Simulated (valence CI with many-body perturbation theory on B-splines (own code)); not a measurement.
Ladder of approximations for V¹⁸⁺

Calculated by valence CI with perturbative core correlation (CI+MBPT): three valence electrons over a frozen Dirac-Fock core [He], radial functions for each j: 11 s, 11 p, 9 d, 7 f, 5 g, 2 h, 1 i, with the one-electron correlation potential Σ1, the two-electron term Σ2, the three-electron term Σ3, Breit, model QED; selected CI, second order for the rest (own B-spline code, finite nucleus).

No measured levels were compared; by estimate levels of excited configurations hold to 0.05 to 0.15 % of their energy, terms of the ground configuration to about 0.5 %.

Each rung adds one term. CI alone is the Dirac-Coulomb CI over the frozen core; QED comes last and gives the full result, which names the levels. Energies are above 2s2 2p 2P°_1/2 on the same rung, in Ry.

Names give the largest LS component (configuration and term), which can be under half, so a name can repeat, a term be missing and a line seem to break the LS rules; names also repeat where a configuration has a term twice.

```csv
Level,CI alone,+ Σ1,+ Σ2,+ Σ3,+ Breit,Full
2s2 2p 2P°_3/2,0.647,0.648,0.648,0.648,0.624,0.625
2s 2p2 4P_1/2,3.042,3.030,3.029,3.030,3.044,3.024
2s 2p2 4P_3/2,3.321,3.309,3.308,3.309,3.311,3.292
2s 2p2 4P_5/2,3.645,3.635,3.633,3.634,3.611,3.592
2s 2p2 2D_3/2,5.490,5.479,5.473,5.471,5.463,5.444
2s 2p2 2D_5/2,5.576,5.566,5.560,5.558,5.540,5.522
2s 2p2 2P_1/2,6.561,6.550,6.538,6.534,6.550,6.530
2s 2p2 2S_1/2,7.242,7.231,7.219,7.215,7.209,7.191
2s 2p2 2P_3/2,7.390,7.379,7.356,7.353,7.334,7.316
2p3 4S°_3/2,9.475,9.451,9.428,9.425,9.431,9.391
2p3 2D°_3/2,10.575,10.552,10.533,10.531,10.545,10.505
2p3 2D°_5/2,10.729,10.706,10.688,10.686,10.672,10.632
2p3 2P°_1/2,11.851,11.829,11.811,11.809,11.819,11.780
2p3 2P°_3/2,12.103,12.082,12.064,12.061,12.052,12.014
2s2 3s 2S_1/2,55.755,55.776,55.772,55.770,55.727,55.735
2s2 3p 2P°_1/2,57.162,57.180,57.176,57.174,57.139,57.140
2s2 3p 2P°_3/2,57.344,57.362,57.358,57.355,57.313,57.314
2s 2p 3s 4P°_1/2,58.595,58.603,58.600,58.598,58.580,58.567
2s2 3d 2D_3/2,58.641,58.662,58.657,58.655,58.607,58.609
```

Task: How does the ionisation energy move along the ladder, and which term matters most?

Result: CI alone 1354.8, + Σ1 1355.1, + Σ2 1355.0, + Σ3 1355.0, + Breit 1354.3, + QED 1354.3 eV. The largest step is Breit, -0.7 eV. NIST lists 1354.2 ± 0.5 eV (semi-empirical).
